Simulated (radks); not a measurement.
Results of a calculation; reference values are marked as such.
Effect of the nuclear size on neutral samarium, [Xe] 4f6 6s2. Level of theory: Dirac Kohn-Sham, relativistic LDA (MacDonald-Vosko exchange, VWN5 correlation), spin-unpolarised, spherical densities, finite nucleus; open shells fill j = l - 1/2 first; Fermi nuclear charge, rms radius 5.0819 fm (a radial shooting solver on a logarithmic mesh with Libxc functionals). The rms radius is varied about that value; shifts are against it.

rms radius (fm),total energy shift (eV),density at nucleus (e/bohr^3),1s1/2 shift (meV),2s1/2 shift (meV),5s1/2 shift (meV),5p1/2 shift (meV),6s1/2 shift (meV),4f5/2 shift (meV),6p1/2 (empty) shift (meV)
4.1468,-5.60,5.525e+05,-2300,-292,-2.15,0.301,-0.097,0.473,0.091
4.8278,-1.61,5.328e+05,-661,-83.7,-0.616,0.086,-0.028,0.136,0.026
5.0819,0,5.263e+05,0.000,0.000,0.000,0.000,0.000,0.000,0.000
5.3411,1.71,5.201e+05,701,88.8,0.653,-0.092,0.030,-0.144,-0.028
5.6714,3.97,5.128e+05,1630,207,1.52,-0.213,0.069,-0.335,-0.065

Slopes of the eigenvalues against <r^2> in GHz/fm^2, as finite differences over the two radii next to the reference (eigenvalue slopes, not the field-shift constants of lines): 1s1/2 63100, 2s1/2 7990, 5s1/2 58.8, 5p1/2 -8.24, 6s1/2 2.66, 4f5/2 -13.0, 6p1/2 (empty) -2.50.
